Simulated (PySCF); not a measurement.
## V²⁺ (vanadium, charge +2) across methods

[Ar] 3d3, high-spin 4F determinant. Computed with PySCF 2.14 in aug-cc-pwCVTZ, with no relativity, point nucleus.

```tsv
method	E (hartree)	mean ε 3p α (eV)	mean ε 3p β (eV)	mean ε 3d α (eV)	Σ⟨r²⟩ (bohr²)	⟨S²⟩
LDA	-940.935	-61.354	-58.607	-22.787	16.70	3.750
r2SCAN	-943.096	-62.527	-59.105	-23.131	16.49	3.751
M06-2X	-943.090	-68.128	-63.826	-26.679	16.46	3.751
PW91	-943.148	-61.387	-58.569	-22.836	16.67	3.750
BLYP	-943.147	-61.105	-58.351	-22.666	16.73	3.751
PBE	-942.874	-61.323	-58.490	-22.747	16.69	3.750
PBE0	-942.923	-64.960	-61.138	-24.830	16.54	3.751
```

(1) Estimate the same row for UHF.

Results:

(1) E (hartree) = -942.18763; mean ε 3p α (eV) = -74.937; mean ε 3p β (eV) = -67.679; mean ε 3d α (eV) = -30.485; Σ⟨r²⟩ (bohr²) = 16.32; ⟨S²⟩ = 3.753.
